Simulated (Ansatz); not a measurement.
A run for Ansatz (a first-principles code): R-CCSD(T)/cc-pV(T+d)Z on FH2NSi (SMILES N[Si]F), a point of a torsion scan. Files ending in .json are basis or fitting sets from the Basis Set Exchange.

Ansatz 0.2 input:
```yaml
crystal:
  periodic: [false, false, false]
  atoms:
    - {symbol: N, position_ang: [-0.56591598, -0.01646740, -0.07553825]}
    - {symbol: Si, position_ang: [0.90798792, -0.77356859, 0.34940041]}
    - {symbol: F, position_ang: [1.82125430, 0.58939601, 0.20675532]}
    - {symbol: H, position_ang: [-0.74956819, 0.95993579, 0.11448884]}
    - {symbol: H, position_ang: [-1.42200584, -0.53731977, -0.16429363]}
basis:
  gaussian:
    orbitals: cc-pV_T+d_Z.json
magnetization: {spin_polarized: false}
correlation: {method: ccsd_t, electrons: outside_noble_gas}
scf: {lower_state_search: off}
```

The head of its log:

```
WARN ansatz: RAYON_NUM_THREADS=1 ignored (pool sized by the plan → 1); use --threads N
Functional definition: HF
these checks for a lower state are left out or cut short: stability, starts, cluster_reference, orbital_swaps, neighbouring_geometries, increment
integrals: 0.21 GiB planned
761 factors; integrals over basis functions are off by at most 1.1e-3 eV
mean field: 0.24 GiB planned
mean field evaluation 1: about -12082.1210 eV, gradient 4.1e1 eV
mean field evaluation 2: about -12082.1263 eV, gradient 4.1e1 eV
mean field evaluation 4: about -12085.3140 eV, gradient 2.4e0 eV
mean field evaluation 8: about -12085.3456 eV, gradient 3.1e-4 eV
mean field -12085.34558334 eV, -444.1282584462 hartree, gradient 3.1e-6 eV, S^2 0.000000; 0 other end points of the search recorded, 0 dependent functions left out
7 core orbitals not correlated
reference -12085.34558334 eV, -444.1282584462 hartree; 9, 9 occupied and 111, 111 virtual orbitals, 761 factors
```

What total energy does the run end on?

-444.7340 hartree (reference determinant -444.1283, T1 diagnostic 0.014).
